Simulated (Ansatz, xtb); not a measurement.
Relative energy of two isomers of BF2H3N2

Structure a: `[NH3+][N-]B(F)F`, a singlet. Structure b: `F[B-]1(F)N[NH2+]1`, a singlet. Both are isolated molecules in the gas phase, relaxed with PBE0-D3(BJ)/def2-SVP; the shapes shown needn't be the lowest conformers.

a (Å):

```yaml
atoms:
  - { symbol: B, position_ang: [-0.0620, 0.0889, 1.4823] }
  - { symbol: F, position_ang: [0.8569, -0.1365, 0.4876] }
  - { symbol: F, position_ang: [0.4303, 0.0631, 2.7210] }
  - { symbol: N, position_ang: [-1.5983, 0.2862, -0.2017] }
  - { symbol: N, position_ang: [-1.3913, 0.3225, 1.1965] }
  - { symbol: H, position_ang: [-1.9831, 1.1739, -0.5538] }
  - { symbol: H, position_ang: [-2.2835, -0.4348, -0.4677] }
  - { symbol: H, position_ang: [-0.7328, 0.0956, -0.7440] }
```

b (Å):

```json
{"atom": "B", "x (Å)": "-0.2253", "y (Å)": "0.2820", "z (Å)": "1.0861"}
{"atom": "F", "x (Å)": "0.9607", "y (Å)": "-0.1341", "z (Å)": "0.5777"}
{"atom": "F", "x (Å)": "-0.3477", "y (Å)": "0.2412", "z (Å)": "2.4247"}
{"atom": "N", "x (Å)": "-1.1323", "y (Å)": "1.1282", "z (Å)": "0.2856"}
{"atom": "N", "x (Å)": "-1.5054", "y (Å)": "-0.2916", "z (Å)": "0.2284"}
{"atom": "H", "x (Å)": "-0.7813", "y (Å)": "1.4033", "z (Å)": "-0.6304"}
{"atom": "H", "x (Å)": "-2.4473", "y (Å)": "-0.4554", "z (Å)": "0.5783"}
{"atom": "H", "x (Å)": "-1.3188", "y (Å)": "-0.7824", "z (Å)": "-0.6442"}
```

Quicker runs give these differences E(b) − E(a): GFN2-xTB −91.3 kJ/mol; HF/STO-3G −180.5 kJ/mol (at GFN2-xTB geometries); r2SCAN-D4/def2-SVP −74.1 kJ/mol (at GFN2-xTB geometries).

Q: Estimate E(b) − E(a) at the level CCSD(T)/def2-SVP + ΔMP2/def2-TZVPP.

A: Calculated at CCSD(T)/def2-SVP + ΔMP2/def2-TZVPP: E(b) − E(a) = −66.8 kJ/mol, so structure b lies lower.

How the difference moves with the method:

```tsv
level	geometry	E(b) − E(a) (kJ/mol)	departure from the last row (kJ/mol)	job, with rough time for the two
GFN2-xTB	GFN2-xTB	−91.3	−24.5	optimisation, 0.23 s
HF/STO-3G	GFN2-xTB	−180.5	−113.7	single point, 0.2 s
r2SCAN-D4/def2-SVP	GFN2-xTB	−74.1	−7.3	single point, 1.9 s
PBE0-D3(BJ)/def2-SVP	PBE0-D3(BJ)/def2-SVP	−76.4	−9.6	optimisation, 23 s
HF/def2-SVP	PBE0-D3(BJ)/def2-SVP	−72.1	−5.2	part of the CCSD(T) run
MP2/def2-SVP	PBE0-D3(BJ)/def2-SVP	−77.7	−10.9	part of the CCSD(T) run
CCSD(T)/def2-SVP	PBE0-D3(BJ)/def2-SVP	−75.6	−8.8	single point
CCSD(T)/def2-SVP + ΔMP2/def2-TZVPP	PBE0-D3(BJ)/def2-SVP	−66.8		single point, 17 s
```

As drawn, b has 1 B–N more. Structure a has no ring, b a 3-membered ring.

None of the levels shown reverses the order. The largest departure from CCSD(T)/def2-SVP + ΔMP2/def2-TZVPP is that of HF/STO-3G, 113.7 kJ/mol. The last row adds to CCSD(T) the change of the MP2 difference between the two basis sets, here +8.8 kJ/mol.

With harmonic frequencies from PBE0-D3(BJ)/def2-SVP (ideal gas, rigid rotor, one conformer each, 600 K, 1 atm): the zero-point term adds −3.2 kJ/mol; ΔH is −69.3 and ΔG −66.9 kJ/mol.

The correlated steps freeze 5 core orbitals. Mirror images aren't counted in ΔG. Programs: Ansatz 0.2.0, xtb 6.7.1; the last row on 1 thread of AMD EPYC 9R45 96-Core Processor (Zen 5) on a shared host.
